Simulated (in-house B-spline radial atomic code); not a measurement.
Inner levels of cerium as electrons are removed. A shift is the extra binding of the orbital against the neutral atom ([Xe] 4f5/2(1) 5d3/2(1) 6s2). The density at the nucleus is averaged over the nuclear charge. Computed with an all-electron radial atomic-structure program (B-spline basis): Dirac-Hartree-Fock, jj configuration that fills j = l - 1/2 first, finite nuclei.

A number in brackets counts the electrons of a j subshell.

```tsv
ion	configuration	shift of 1s1/2 (eV)	shift of 3d3/2 (eV)	shift of 2p3/2 (eV)	radius of 1s1/2 (bohr)	radius of 3d3/2 (bohr)	radius of 2p3/2 (bohr)	Σ<r²> (bohr²)	change of density at nucleus (bohr⁻³)
Ce20+	[Kr] 4d3/2(2)	535.77	514.98	533.23	0.024569	0.24818	0.094113	5.8531	140.66
Ce21+	[Kr] 4d3/2(1)	583.6	558.69	581.13	0.024569	0.24782	0.0941	5.3159	207.07
Ce22+	[Ar] 3d10 4s2 4p6	632.66	603.34	630.23	0.024569	0.24744	0.094086	4.8029	276.18
Ce23+	[Ar] 3d10 4s2 4p1/2(2) 4p3/2(3)	?	?	?	?	?	?	?	?
Ce24+	[Ar] 3d10 4s2 4p1/2(2) 4p3/2(2)	739.43	697.13	730.79	0.024568	0.24654	0.094062	3.8628	442.73
Ce25+	[Ar] 3d10 4s2 4p1/2(2) 4p3/2(1)	794.39	745.13	782.43	0.024567	0.24606	0.094047	3.4159	529.59
Ce26+	[Ar] 3d10 4s2 4p1/2(2)	850.41	793.87	834.96	0.024567	0.24557	0.094031	2.9834	618.87
Ce27+	[Ar] 3d10 4s2 4p1/2(1)	909.52	844	890.26	0.024566	0.24503	0.094004	2.5847	671.42
Ce28+	[Ar] 3d10 4s2	?	?	?	?	?	?	?	?
Ce29+	[Ar] 3d10 4s1	?	?	?	?	?	?	?	?
Ce30+	[Ar] 3d10	1089.58	999.08	1059.62	0.024564	0.24339	0.093931	1.468	-1659.48
Ce31+	[Ar] 3d3/2(4) 3d5/2(5)	1200.67	1090.33	1167.81	0.024565	0.24071	0.093833	1.3719	-1486.47
Ce32+	[Ar] 3d3/2(4) 3d5/2(4)	1314.11	1183.15	1278.1	0.024565	0.2381	0.09373	1.2798	-1308.01
Ce33+	[Ar] 3d3/2(4) 3d5/2(3)	1429.92	1277.54	1390.46	0.024566	0.23555	0.093622	1.1914	-1124.15
```

Fill in the row of Ce23+.

shift of 1s1/2 (eV): 685.51; shift of 3d3/2 (eV): 649.86; shift of 2p3/2 (eV): 680.06; radius of 1s1/2 (bohr): 0.024569; radius of 3d3/2 (bohr): 0.247; radius of 2p3/2 (bohr): 0.094076; Σ<r²> (bohr²): 4.3249; change of density at nucleus (bohr⁻³): 358.27.

Fill in the row of Ce28+.

shift of 1s1/2 (eV): 969.77; shift of 3d3/2 (eV): 894.87; shift of 2p3/2 (eV): 946.53; radius of 1s1/2 (bohr): 0.024565; radius of 3d3/2 (bohr): 0.24448; radius of 2p3/2 (bohr): 0.093976; Σ<r²> (bohr²): 2.1989; change of density at nucleus (bohr⁻³): 724.68.

Fill in the row of Ce29+.

shift of 1s1/2 (eV): 1029.2; shift of 3d3/2 (eV): 946.65; shift of 2p3/2 (eV): 1002.67; radius of 1s1/2 (bohr): 0.024565; radius of 3d3/2 (bohr): 0.24394; radius of 2p3/2 (bohr): 0.093954; Σ<r²> (bohr²): 1.8283; change of density at nucleus (bohr⁻³): -444.46.
